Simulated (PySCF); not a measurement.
# Splitting trees

Geometry:
```tsv
atom	x (Å)	y (Å)	z (Å)
F1	0.794	2.738	-0.149
B2	0.348	1.479	-0.132
C3	-1.192	1.212	-0.025
C4	-1.598	-0.184	-0.507
C5	-0.620	-1.265	-0.052
C6	0.793	-1.031	-0.580
C7	1.382	0.301	-0.107
H8	-1.782	2.013	-0.501
H9	-1.407	1.305	1.061
H10	-1.635	-0.190	-1.612
H11	-2.619	-0.432	-0.173
H12	-0.980	-2.254	-0.379
H13	-0.599	-1.299	1.054
H14	1.448	-1.871	-0.294
H15	0.759	-1.041	-1.684
H16	1.668	0.220	0.963
H17	2.316	0.563	-0.631
```

No solvent model, single conformer, non-relativistic Hamiltonian, averaged over atoms made equivalent by symmetry, fast rotation or ring inversion. J couplings at B3LYP/pcJ-1 (spin–dipole term only in couplings to heteroatoms); geometry: PBE0-D3(BJ)/def2-SVP; shieldings: GIAO HF/pcSseg-1; PySCF 2.14.0 with density-fitted response routines.

δ = σ(ref) − σ, references computed at the same level: ¹³C (190.85 ppm) against TMS; ¹⁹F (246.35 ppm) against CFCl3.

Spectrometer: 800 MHz for ¹H. First-order analysis; couplings under 1 Hz (under 4 Hz in carbon signals) are ignored, and nearly equal couplings are merged; the smaller ones broaden or split the lines further.

(1) What pattern does C3/C7 show in the proton-coupled ¹³C spectrum?

(2) What pattern does F1 show (¹⁹F)?

Results:

(1) A triplet of doublets of triplets at δ 16.9: 121.2 Hz to H8/H9/H16/H17 (2 × ¹H, 1 bond away), 14.8 Hz to F1 (1 × ¹⁹F, 2 bonds away), 6.8 Hz to H12/H13 (2 × ¹H, 3 bonds away). Lines in Hz from the centre (relative intensity): +135.4 (1), +128.6 (2), +121.8 (1), +120.6 (1), +113.8 (2), +107.0 (1), +14.2 (2), +7.4 (4), +0.6 (2), -0.6 (2), -7.4 (4), -14.2 (2), -107.0 (1), -113.8 (2), -120.6 (1), -121.8 (1), -128.6 (2), -135.4 (1). The outer lines are 270.8 Hz apart, the sum of the couplings kept, or 1.346 ppm at this field.

(2) A quintet of quintets at δ -9.5: 5.4 Hz to H8/H9/H16/H17 (4 × ¹H, 3 bonds away), 2.1 Hz to H10/H11/H14/H15 (4 × ¹H, 4 bonds away).

Unscaled 3J(H,H) at this level run about 10 % above measured values.
